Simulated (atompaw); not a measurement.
**Fe (Z = 26) PAW (atompaw): all-electron and pseudo phase curves**

* Element: Fe
* Generator: atompaw 4.2.0.5
* Type: PAW
* Functional: PBEsol
* Relativity: scalar-relativistic
* Frozen core: [Ne] 3s2
* Valence charge: 14
* Reference configuration: 3p6 3d6 4s2 4p0
* Partial waves: 4s (bound): rc 2.00 bohr; 4s channel at 0.85 Ry: rc 2.00 bohr; 3p (bound): rc 1.45 bohr; 4p (bound, empty): rc 1.30 bohr; 3d (bound): rc 1.25 bohr; 3d channel at 0.05 Ry: rc 2.00 bohr
* Local potential: bessel scheme, radius 1.60 bohr
* Core correction: smooth core density matched at 1.10 bohr
* Augmentation charge: sinc compensation charge, radius 1.85 bohr; PAW radius 2.00 bohr; waves and projectors: custom polynom gramschmidtortho

The phase is arctan(r·u′/u) with u = r·R(r), unwrapped; energies in Ry, scanned from -6 to 5 Ry. A pole is an energy at which the radial function vanishes at the test radius. The pseudo phase is shifted by a multiple of π to meet the all-electron one at the reference energy, and phase errors are pseudo minus all-electron; the curves can meet again beyond the range given. Levels narrower than the energy grid can be missing from the lists of poles.

Question: For each channel, where are the poles, and over which energies does the pseudopotential scatter like the atom?

Answer:

```json
{"channel": "s", "radius (bohr)": "2.01", "reference energy (Ry)": "-0.39", "poles, all-electron": "4.55", "poles, pseudo": "-1.46, 4.66", "unbroken range about the reference energy with phases within 0.05 rad": "above -1.4", "phase error 1 Ry above the reference energy (rad)": "+0.000"}
{"channel": "p", "radius (bohr)": "2.01", "reference energy (Ry)": "-0.10", "poles, all-electron": "-4.29", "poles, pseudo": "-4.29", "unbroken range about the reference energy with phases within 0.05 rad": "the whole range", "phase error 1 Ry above the reference energy (rad)": "+0.001"}
{"channel": "d", "radius (bohr)": "2.01", "reference energy (Ry)": "-0.55", "poles, all-electron": "-0.16", "poles, pseudo": "-0.16", "unbroken range about the reference energy with phases within 0.05 rad": "below 2.5", "phase error 1 Ry above the reference energy (rad)": "-0.000"}
```

Note: ghost state, extra bound levels that the all-electron valence spectrum of the same l lacks: s at -19.8 eV. A true bound ghost makes a file unfit for plane-wave use.

Phases in the s channel:

| E (Ry) | all-electron | pseudo |
| --- | --- | --- |
| -6.00 | 1.373 | 4.489 |
| -5.76 | 1.363 | 4.484 |
| -5.52 | 1.353 | 4.478 |
| -5.28 | 1.345 | 4.471 |
| -5.04 | 1.336 | 4.464 |
| -4.80 | 1.327 | 4.457 |
| -4.56 | 1.318 | 4.449 |
| -4.32 | 1.308 | 4.440 |
| -4.08 | 1.297 | 4.430 |
| -3.84 | 1.286 | 4.419 |
| -3.60 | 1.273 | 4.407 |
| -3.36 | 1.259 | 4.393 |
| -3.12 | 1.244 | 4.378 |
| -2.88 | 1.226 | 4.360 |
| -2.64 | 1.205 | 4.340 |
| -2.40 | 1.182 | 4.316 |
| -2.16 | 1.154 | 4.288 |
| -1.92 | 1.121 | 4.254 |
| -1.68 | 1.081 | 4.210 |
| -1.44 | 1.032 | 1.142 |
| -1.20 | 0.969 | 0.974 |
| -0.96 | 0.888 | 0.889 |
| -0.72 | 0.780 | 0.780 |
| -0.48 | 0.634 | 0.634 |
| -0.24 | 0.433 | 0.433 |
| 0.00 | 0.169 | 0.169 |
| 0.24 | -0.143 | -0.143 |
| 0.48 | -0.453 | -0.453 |
| 0.72 | -0.711 | -0.711 |
| 0.96 | -0.905 | -0.905 |
| 1.20 | -1.048 | -1.048 |
| 1.44 | -1.153 | -1.152 |
| 1.68 | -1.232 | -1.232 |
| 1.92 | -1.294 | -1.293 |
| 2.16 | -1.343 | -1.342 |
| 2.40 | -1.383 | -1.382 |
| 2.64 | -1.417 | -1.415 |
| 2.88 | -1.445 | -1.443 |
| 3.12 | -1.469 | -1.467 |
| 3.36 | -1.491 | -1.488 |
| 3.60 | -1.510 | -1.507 |
| 3.84 | -1.527 | -1.524 |
| 4.08 | -1.543 | -1.539 |
| 4.32 | -1.558 | -1.553 |
| 4.56 | -1.571 | -1.565 |
| 4.80 | -1.584 | -1.578 |
